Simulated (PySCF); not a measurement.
A ladder of Hamiltonians for Eu⁵⁹⁺ (europium, charge +59)

Occupied: 1s1/2, 2s1/2. Hartree-Fock calculated with PySCF 2.14 in an uncontracted even-tempered set (19 s from 13 bohr⁻², ratio 2.3; 15 p from 16 bohr⁻², ratio 2.3), Gaussian nucleus throughout. NR is non-relativistic, sf-X2C the spin-free one-electron X2C Hamiltonian, X2C adds the bare one-electron spin-orbit term, X2C-SNSO screens it by Boettger's factors, DC is four-component Dirac-Coulomb, and the Gaunt and Breit terms are added at first order (total energies over the DC spinors, levels after relaxing the spinors in that mean field). QED terms are absent. Levels marked empty are virtual spinors of this ion.

| Hamiltonian | E (hartree) | E − E(DC) (hartree) | CPU seconds |
| --- | --- | --- | --- |
| NR | -4862.8687 | 299.1796 | 1.1 |
| sf-X2C | -5159.9031 | 2.1452 | 0.4 |
| X2C | -5159.9031 | 2.1452 | 0.3 |
| X2C-SNSO | -5159.9031 | 2.1452 | 0.29 |
| DC | -5162.0483 | 0.0000 | 8.9 |
| DC+Gaunt | -5157.6954 | 4.3529 | 25 |
| DC+Breit | -5157.7872 | 4.2611 | 150 |

Question: Give the 2p spin-orbit interval with each Hamiltonian that has one.

Answer: X2C 742.6; X2C-SNSO 717.3; DC 722.1; DC+Gaunt 712.0; DC+Breit 712.0 (eV).

```tsv
level (eV)	NR	sf-X2C	X2C	X2C-SNSO	DC	DC+Gaunt	DC+Breit
1s1/2	-52265.5	-55244.7	-55244.7	-55244.7	-55296.3	-55191.8	-55193.0
2s1/2	-12572.7	-13478.8	-13478.8	-13478.8	-13484.7	-13472.4	-13473.6
2p1/2 (empty)	-12215.4	-12557.8	-13080.2	-13061.5	-13067.5	-13044.9	-13048.0
2p3/2 (empty)	-12215.4	-12557.8	-12337.5	-12344.2	-12345.4	-12332.9	-12336.1
3s1/2 (empty)	-5404.3	-5709.3	-5709.3	-5709.3	-5710.9	-5707.5	-5708.0
```

Weight of the small component: 1s1/2 0.0553, 2s1/2 0.0134, 2p1/2 0.0132, 2p3/2 0.0124, 3s1/2 0.00563.

Koopmans' value for the highest occupied level at DC+Breit: 13473.6 eV, against an ionisation energy of 13462 ± 7 eV (theoretical estimate listed by NIST; NIST Atomic Spectra Database, ionization energies); the former lacks relaxation, correlation, QED and recoil.

The whole ladder took 190 s of wall time on 1 thread of Intel(R) Xeon(R) Platinum 8259CL CPU @ 2.50GHz (shared host), launched as `OMP_NUM_THREADS=1 python relrun2.py TASK.json OUT` (a driver that calls PySCF for each Hamiltonian).
